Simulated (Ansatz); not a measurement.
One change: `C[O][AlH][CH2]F` becomes `C[O][AlH2]`.

Ansatz, PBE0-D4/def2-TZVP geometries, multiplicity 1. Each molecule was computed in one conformer, which needn't be the lowest.

```
                                          property  `C[O][AlH][CH2]F`
             LUMO energy (ωB97M-V/def2-TZVPP) / eV               0.83
              HOMO–LUMO gap (PBE0/def2-TZVPP) / eV               6.88
             HOMO energy (ωB97M-V/def2-TZVPP) / eV              -9.89
size of the dipole moment (ωB97M-V/def2-TZVPP) / D               0.70
               HOMO–LUMO gap (PBE/def2-TZVPP) / eV               4.66
               HOMO energy (B3LYP/def2-TZVPP) / eV              -7.40
```

Q: What does the change do to each property? (Best estimate.)

A: Ansatz gave: 
| property | `C[O][AlH2]` | shift |
| --- | --- | --- |
| LUMO energy (ωB97M-V/def2-TZVPP) / eV | 0.61 | -0.22 |
| HOMO–LUMO gap (PBE0/def2-TZVPP) / eV | 7.11 | 0.23 |
| HOMO energy (ωB97M-V/def2-TZVPP) / eV | -10.38 | -0.49 |
| size of the dipole moment (ωB97M-V/def2-TZVPP) / D | 0.93 | 0.23 |
| HOMO–LUMO gap (PBE/def2-TZVPP) / eV | 4.89 | 0.23 |
| HOMO energy (B3LYP/def2-TZVPP) / eV | -7.87 | -0.47 |

With PBE0 the HOMO falls by 0.48 eV and the LUMO falls by 0.24 eV, so the gap widens by about 0.24 eV. PBE moves the HOMO by -0.47 eV and ωB97M-V by -0.49 eV. Dipoles are sizes alone; their direction can turn.

B3LYP here is the variant with VWN-RPA as its local correlation; programs differ in this.
